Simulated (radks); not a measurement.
The selenium anion Se2-, [Kr], held by a Watson sphere: a shell of charge +2 at radius R that stands for the Madelung well of a crystal (potential energy -2/R inside, -2/r outside, in hartree with lengths in bohr). Calculated with a radial shooting solver on a logarithmic mesh with Libxc functionals: scalar-relativistic Kohn-Sham, LDA (Slater exchange, Perdew-Wang correlation), spin-polarised, spherical densities, point nucleus. Response by self-consistent Sternheimer equations with the Hartree and adiabatic LDA kernel, the relativistic mass of each level held fixed and spin-orbit coupling left out. The sphere does not respond.

\begin{tabular}{lrrrrrrr}
R (bohr) & e(3d) (eV) & e(4s) (eV) & e(4p) (eV) & <r> 4p (bohr) & sum of <r^2> (bohr^2) & X-ray form factor at sin(theta)/lambda = 0.2 1/angstrom & alpha (bohr^3) \\ \hline
2.41 & -51.489 & -17.900 & -7.650 & 2.337 & 54.76 & 27.122 & 33.62 \\
2.8 & -50.965 & -16.906 & -6.931 & 2.438 & 58.61 & 26.998 & 41.70 \\
3.3 & -50.415 & -15.849 & -6.037 & 2.554 & 63.35 & 26.912 & 54.96 \\
3.68 & -50.024 & -15.182 & -5.413 & 2.632 & 66.80 & 26.883 & 67.45 \\
3.71 & -49.994 & -15.134 & -5.366 & 2.638 & 67.06 & 26.882 & 68.53 \\
3.78 & -49.924 & -15.023 & -5.258 & 2.652 & 67.68 & 26.879 & 71.12 \\
4.35 & -49.380 & -14.228 & -4.451 & 2.753 & 72.58 & 26.872 & 95.43 \\
5.17 & -48.691 & -13.342 & -3.506 & 2.877 & 79.37 & 26.883 & 143.1 \\
\end{tabular}
